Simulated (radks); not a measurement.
Spherical quantum dot in the effective-mass picture: electrons in a hard-walled sphere of radius 2.81, all in effective atomic units (hartree* = m*/eps^2 hartree, bohr* = eps/m* bohr), one dielectric constant everywhere. Calculated with a radial shooting solver with Libxc functionals: non-relativistic Kohn-Sham, LDA (Slater exchange, Perdew-Wang correlation), spin-polarised, spherical densities. Levels are named by radial order and angular momentum (1s, 1p, 1d, 2s, ...), and open shells are averaged over m.

N = 14, configuration 1s2 1p6 1d(up 5, down 1). This is the lowest configuration that the search found. Occupied and some empty levels:

level,occupation,eigenvalue (hartree*),<r> (bohr*)
1s up,1,7.1326,1.732
1s down,1,7.2164,1.722
1p up,3,7.5455,1.859
1p down,3,7.6360,1.855
1d up,5,8.1951,1.951
1d down,1,8.2887,1.950
1f up,0,9.0480,2.022
1f down,0,9.1428,2.022
2s up,0,9.1497,1.296
2s down,0,9.1954,1.298
2p up,0,10.318,1.483
2p down,0,10.376,1.481

Energy (hartree*): total 63.8045, kinetic 23.345, external 0, Hartree 47.557, exchange-correlation -7.0976.
